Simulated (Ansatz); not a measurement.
Si₅O₁₄H₈⁺, a hydroxylated oxide cluster. Total charge 1; doublet. Geometry PBE-D4/def2-SVP; atoms count from 1.

Cartesian coordinates in Å:
```
Si 0.425 1.244 1.539
Si 1.456 1.356 -0.627
Si -0.978 0.415 3.335
Si 2.052 1.023 -2.957
Si -1.268 -1.804 -0.514
O 2.168 -0.496 -3.549
O -0.276 -1.339 -1.766
O 2.350 2.049 -4.180
O 2.888 1.371 -1.474
O -2.010 -3.221 -0.949
O -0.291 -2.134 0.828
O 0.557 1.192 -2.058
O -2.405 -0.695 -0.060
O 1.188 0.110 0.507
O 0.911 2.493 0.510
O 0.643 1.019 3.170
O -1.245 0.951 1.683
O -1.133 -1.210 3.403
O -1.880 1.066 4.515
H 1.720 -1.214 -3.057
H -0.394 -0.417 -2.108
H 2.553 2.988 -4.015
H -2.977 -3.303 -0.826
H 0.620 -1.772 0.700
H -2.123 0.068 0.525
H -0.793 -1.733 2.636
H -1.762 1.993 4.790
```

Single mean-field runs in def2-TZVP are fitted with def2-universal-jkfit. In the doublet geometry the species has come apart into loosely held pieces.

**Question.** Estimate the Mulliken populations from the PBE0/def2-TZVP orbitals of Ansatz.

**Answer.** 
```tsv
atom	charge (e)	spin (α − β)
Si1	0.85	-0.01
Si2	0.86	-0.01
Si3	0.76	-0.01
Si4	0.76	-0.01
Si5	0.77	-0.07
O6	-0.44	0.02
O7	-0.48	0.10
O8	-0.45	0.02
O9	-0.37	0.04
O10	-0.38	0.24
O11	-0.44	0.25
O12	-0.46	0.07
O13	-0.37	0.24
O14	-0.46	0.04
O15	-0.38	0.02
O16	-0.37	0.02
O17	-0.49	0.04
O18	-0.43	0.04
O19	-0.46	0.01
H20	0.36	0.00
H21	0.38	0.00
H22	0.36	0.00
H23	0.38	-0.01
H24	0.40	-0.01
H25	0.39	-0.01
H26	0.36	0.00
H27	0.36	0.00
```
Mulliken values depend strongly on the basis.

**Question.** Where does the spin sit?

**Answer.** Summed by element: Si -0.12, O 1.14, H -0.02, of 1 unpaired in all. Largest on single atoms: O11 0.25, O10 0.24, O13 0.24.

**Question.** And the Mayer bond orders between heavy atoms (over 0.3)?

**Answer.** Si1–O14 0.99 (1.71 Å); Si1–O15 1.13 (1.69 Å); Si1–O16 1.22 (1.66 Å); Si1–O17 1.04 (1.70 Å); Si2–O9 1.21 (1.66 Å); Si2–O12 1.06 (1.70 Å); Si2–O14 1.00 (1.71 Å); Si2–O15 1.12 (1.70 Å); Si3–O16 0.98 (1.74 Å); Si3–O17 0.86 (1.76 Å); Si3–O18 1.36 (1.63 Å); Si3–O19 1.37 (1.62 Å); Si4–O6 1.35 (1.63 Å); Si4–O8 1.37 (1.62 Å); Si4–O9 0.99 (1.74 Å); Si4–O12 0.89 (1.75 Å); Si5–O7 1.20 (1.66 Å); Si5–O10 1.23 (1.66 Å); Si5–O11 1.05 (1.69 Å); Si5–O13 1.22 (1.65 Å).
